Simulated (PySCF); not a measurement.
CH₃I₃Sn, SMILES [CH3][Sn]([I])([I])[I].

Coordinates come from a B3LYP-D3(BJ)/def2-SVP optimisation. The def2 effective core potentials stand for the cores of I, Sn; spin–orbit coupling is left out.

Calculation: PBE/def2-TZVP in PySCF.

Symmetry labels are those of the subgroup Cs that the program uses (full group C3v).

Computed valence orbital energies around the gap with their symmetry:
```tsv
orbital	symmetry	energy (eV)
HOMO−7	A'	-8.40
HOMO−6	A"	-8.40
HOMO−5	A"	-6.90
HOMO−4	A'	-6.90
HOMO−3	A'	-6.76
HOMO−2	A'	-6.65
HOMO−1	A"	-6.65
HOMO	A"	-6.51
LUMO	A'	-3.73
LUMO+1	A'	-1.56
LUMO+2	A"	-1.56
LUMO+3	A'	-0.65
```
